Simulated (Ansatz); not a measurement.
H4SSn (`[SH][SnH3]`), 6 atoms. Total charge 0; spin multiplicity 1. Correlated methods include outer-core shells of Sn, which these sets cover unevenly. Sn takes the def2 core potential. All runs use 2 threads of a server CPU on a shared host. Correlated methods freeze the cores. Open-shell runs search over several starts.

**Question.** Give the basis size and wall time and peak host memory of each of these runs in Ansatz. RKS B3LYP-D4/def2-TZVPP energy and forces; direct RPA on PBE orbitals/def2-TZVPP energy; UHF-CCSD(T)/def2-TZVPP energy of the cation; RKS r2SCAN-D4/def2-TZVPP energy and forces; RKS PBE0-D4/def2-TZVP frequencies; UKS PBE-D4/def2-TZVPP energy of the cation; UHF-MP2/def2-QZVPP energy of the cation; UKS B2PLYP (frozen core)/def2-TZVPP energy of the cation; RHF-CCSD(T)/def2-SVP energy; RKS PBE0-D4/def2-SVP energy; RKS PBE0-D4/def2-TZVP relaxation (5 steps); UKS ωB97M-V/def2-TZVPP energy of the cation. (An estimate is asked.)

**Answer.** Computed: Other jobs shared the machine, so times are rough.

```tsv
level	job	functions	wall time	peak host memory (GiB)
RKS PBE0-D4/def2-SVP	energy	64	0.55 s	0.13
RHF-CCSD(T)/def2-SVP	energy	64	0.8 s	0.17
RKS B3LYP-D4/def2-TZVPP	energy and forces	148	1.4 s	0.29
RKS r2SCAN-D4/def2-TZVPP	energy and forces	148	1.6 s	0.18
direct RPA on PBE orbitals/def2-TZVPP	energy	148	1.8 s	0.25
UKS PBE-D4/def2-TZVPP	energy of the cation	148	1.9 s	0.24
UKS B2PLYP (frozen core)/def2-TZVPP	energy of the cation	148	3.4 s	0.34
RKS PBE0-D4/def2-TZVP	relaxation (5 steps)	111	5.5 s	0.21
UKS ωB97M-V/def2-TZVPP	energy of the cation	148	6 s	0.54
UHF-MP2/def2-QZVPP	energy of the cation	272	11 s	0.86
RKS PBE0-D4/def2-TZVP	frequencies	111	25 s	0.21
UHF-CCSD(T)/def2-TZVPP	energy of the cation	148	29 s	2.5
```

B3LYP here is the variant with VWN-RPA as its local correlation; programs differ in this.
